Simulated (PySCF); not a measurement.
Radial density of Sn (tin, neutral)

M06-2X, [Kr] 4d10 5s1 5p3, high-spin 5S determinant (an excited configuration). Computed with PySCF 2.14 in aug-cc-pVQZ-PP with ECP28MDF, with a scalar-relativistic core potential. This is the valence pseudo-density: the core potential removes the inner electrons and smooths the orbitals near the nucleus.

| r (bohr) | 4πr²ρ (e/bohr) | 4πr²(ρα − ρβ) |
| --- | --- | --- |
| 0.00420 | 1.306e-05 | 0.0000 |
| 0.00707 | 3.314e-05 | 0.0000 |
| 0.0119 | 7.582e-05 | 0.0000 |
| 0.0200 | 0.0001568 | 0.0000 |
| 0.0337 | 0.0002801 | 0.0000 |
| 0.0566 | 0.0005392 | 0.0000 |
| 0.0952 | 0.002272 | 0.0001 |
| 0.160 | 0.02400 | 0.0002 |
| 0.269 | 0.3992 | 0.0041 |
| 0.453 | 6.341 | 0.1088 |
| 0.762 | 22.76 | 0.1461 |
| 1.28 | 10.18 | 0.2834 |
| 2.16 | 2.523 | 1.7246 |
| 3.63 | 0.8648 | 0.8496 |
| 6.10 | 0.06057 | 0.0605 |
| 10.3 | 0.0004471 | 0.0004 |

Energies and moments cover only the electrons outside the core potential.
